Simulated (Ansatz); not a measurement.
Reaction (ligand exchange at the Sn–C bond): `[CH3][SnH2][Cl]` + H₂Se → `[Cl][SnH2][SeH]` + CH₄

Program: Ansatz. Geometries: PBE0-D4/def2-TZVP. ΔE: electronic, gas phase. CCSD(T)/CBS adds triple-zeta CCSD(T) − MP2 to the extrapolated MP2 energy (def2 sets, frozen cores). This one scheme is used for every species. Functionals use def2-TZVPP. B3LYP here is the variant with VWN-RPA as its local correlation; programs differ in this. def2 core potentials past Kr. For Se, Sn outer-core shells are correlated without core-valence functions, which leaves a few kJ/mol of doubt a bond. Scalar relativity is left out up to krypton. Each species was taken in one conformer, which may not be the lowest.

| species | B3LYP-D4 energy (Eh) |
| --- | --- |
| `[CH3][SnH2][Cl]` | -715.78095 |
| H₂Se | -2402.79134 |
| `[Cl][SnH2][SeH]` | -3078.06994 |
| CH₄ | -40.54051 |

(1) Work out ΔE.

(2) What do rigid-rotor, harmonic-oscillator terms from PBE0-D4/def2-TZVP frequencies (298.15 K, 1 bar) make of the CCSD(T)/CBS value? (Best estimate.)

Largest T1 diagnostic among the species: 0.011.

Answers

(1) ΔE = (-3078.06994) + (-40.54051) − (-715.78095) − (-2402.79134) = -0.03816 Eh = -1.04 eV. CCSD(T)/CBS gives -1.00 eV.

(2) Computed: ΔZPE = +0.08 eV, ΔH = -0.91 eV, ΔS = -16 J/(mol·K), ΔG = -0.86 eV.

In def2-TZVPP, CCSD(T) changes the Hartree–Fock value by +0.13 eV (the triples alone add −0.00 eV) and MP2 by +0.08 eV. Leaving LDA and LC-ωPBE aside and taking each functional with its dispersion term where it has one, the values, not all of them listed here, spread over 0.10 eV, from BHLYP-D4 to ωB97X-V. LDA lies +0.05 eV from PBE without D4.
